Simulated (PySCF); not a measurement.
## SeCl₂, singlet: structure and spectrum

Method: PySCF, BP86, basis Se def2-TZVP, Cl def2-TZVP (no relativity, density fitting).

The structure is a minimum.

```json
{
 "Point group": "C2v",
 "Bond lengths": "Se–Cl 2.182 Å (×2)",
 "Bond angles": "Cl–Se–Cl 102.9°",
 "Heat capacity Cp at 298.15 K": "53.7 J/(mol K)",
 "Enthalpy at 298.15 K above 0 K": "13.28 kJ/mol",
 "Atomisation energy without zero-point energy": "566 kJ/mol",
 "Entropy at 298.15 K and 1 bar": "296.7 J/(mol K)",
 "Dipole moment": "0.99 D",
 "Lowest empty level": "-3.89 eV",
 "Principal polarisabilities": "31.5, 47.2, 71.6 bohr³",
 "Rotational constants": "0.2442, 0.08282, 0.06185 cm⁻¹",
 "Zero-point energy": "5.6 kJ/mol",
 "Highest occupied level": "-5.94 eV",
 "Rotational symmetry number": "2",
 "Principal quadrupole moments (Buckingham, traceless) about the centre of mass": "-3.31, 0.48, 2.83 D Å"
}
```

Harmonic modes (masses in u: Se 79.917, Cl 34.969):
```csv
symmetry,ω (cm⁻¹),IR (km/mol),type
a1,149,0.5,bend
b2,380,55.8,stretch
a1,404,7.8,stretch
```

In C2v the vibrations span 2a1 + b2. Here b1 is antisymmetric to the molecular plane and b2 lies in it.

Charges (e):
| atom | Mulliken | Löwdin | polar tensor | Mayer order to Se1 |
| --- | --- | --- | --- | --- |
| Se1 | 0.27 | -0.07 | 0.65 | – |
| Cl2,3 | -0.14 | 0.03 | -0.33 | 1.12 |

Mulliken populations on Se1: s 7.93, p 15.59, d 10.18, f 0.02.

Counting electrons, selenium keeps 4 of its valence electrons outside its bonds, so the VSEPR class is AX2E2 and the expected shape is bent (C2v), as computed.

The final relaxation and frequency run took roughly 50 core-seconds on a shared host.
